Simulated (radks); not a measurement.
The potassium ion K10+, 9 electrons, occupied as [He] 2s2 2p5.

Method: Dirac Kohn-Sham, PBE, spin-unpolarised, spherical densities, point nucleus; open shells are shared between the two j in proportion to 2j + 1; computed with a radial shooting solver on a logarithmic mesh with Libxc functionals.

Energy parts (eV):
part                      energy
total                 -15104.254
kinetic                15221.863
electron-nucleus      -33397.829
Hartree                 3781.154
exchange-correlation    -709.442

Orbitals (lengths in bohr, moments of r in powers of bohr; r(max) is where P^2 peaks):
| orbital | occ. | eigenvalue (eV) | r(max) | <r^4> |
|---|---|---|---|---|
| 1s1/2 | 2 | -3812.772 | 0.05299 | 0.0001996 |
| 2s1/2 | 2 | -606.2358 | 0.3122 | 0.04744 |
| 2p1/2 | 1.66667 | -540.2806 | 0.2540 | 0.03711 |
| 2p3/2 | 3.33333 | -537.0975 | 0.2558 | 0.03792 |
| 3s1/2 | 0 | -215.5997 | 0.9071 | 1.704 |
| 3p1/2 | 0 | -196.6716 | 0.8985 | 1.792 |
| 3p3/2 | 0 | -196.0157 | 0.9020 | 1.815 |
| 3d3/2 | 0 | -170.8018 | 0.7747 | 1.532 |
| 3d5/2 | 0 | -170.6997 | 0.7754 | 1.536 |

The highest occupied level is 2p3/2 at -537.10 eV. Summed over all electrons, <r^2> = 1.032 bohr^2, which gives a Langevin (diamagnetic) susceptibility term of -0.818 x 10^-6 cm^3/mol. For comparison, the ionisation energy in NIST's Atomic Spectra Database is 566 eV (semi-empirical). In exact Kohn-Sham theory the highest level is minus the ionisation energy, but local and semilocal functionals leave it too shallow, through self-interaction and a potential that decays too fast; potentials with the right tail come closer.

Beside tabulated values, note that spin-unpolarised runs miss the spin-polarisation part of the exchange energy of open shells.
